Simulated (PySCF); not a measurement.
C3H4Se.
SMILES with atom numbers: `[CH2:1]=[CH:2][CH:3]=[Se:4]` (hydrogens: H5, H6 on C1; H7 on C2; H8 on C3)

Method used: PBE0-D3(BJ)/def2-SVP geometry optimisation, gas phase in PySCF.

Entries marked ? are missing.

```json
{"coordinate": "C1=C2", "value": "?"}
{"coordinate": "C2–C3", "value": "?"}
{"coordinate": "C3=Se4", "value": "1.763 Å"}
{"coordinate": "C1–H5", "value": "1.095 Å"}
{"coordinate": "C1–H6", "value": "1.093 Å"}
{"coordinate": "C2–H7", "value": "1.095 Å"}
{"coordinate": "C3–H8", "value": "1.100 Å"}
{"coordinate": "C2–C1–H5", "value": "121.3°"}
{"coordinate": "C2–C1–H6", "value": "121.5°"}
{"coordinate": "H5–C1–H6", "value": "?"}
{"coordinate": "C1–C2–C3", "value": "?"}
{"coordinate": "C1–C2–H7", "value": "120.7°"}
{"coordinate": "C3–C2–H7", "value": "116.9°"}
{"coordinate": "C2–C3–Se4", "value": "?"}
{"coordinate": "C2–C3–H8", "value": "115.6°"}
{"coordinate": "Se4–C3–H8", "value": "119.2°"}
```

Task: Fill in the missing values.

Result: 
- C1=C2 = 1.346 Å, drawn double (terminal =CH2 carbon to alkene CH carbon); 0.11 Å below the sum of covalent radii, 1.46 Å.
- C2–C3 = 1.441 Å, drawn single (ends: alkene CH carbon; carbon bonded to C, Se and H); 0.02 Å below the sum of covalent radii, 1.46 Å.
- H5–C1–H6 = 117.2°, at the terminal =CH2 carbon; the outer atoms are 1.867 Å apart.
- C1–C2–C3 = 122.4°, at the alkene CH carbon; the outer atoms are 2.443 Å apart.
- C2–C3–Se4 = 125.2°, at the carbon bonded to C, Se and H; the outer atoms are 2.849 Å apart.

Radii are Cordero's, carbon taken as 0.76, 0.73 or 0.69 Å for four, three, and two or fewer neighbours.

PBE0-D3(BJ)/def2-SVP frequencies: not computed here. One conformer, not necessarily the lowest (C1–C2–C3–Se4 180°).

Time: 15 s wall. Hardware: an Arm Neoverse V1 with one thread, on a shared host. These figures are those of the optimisation.
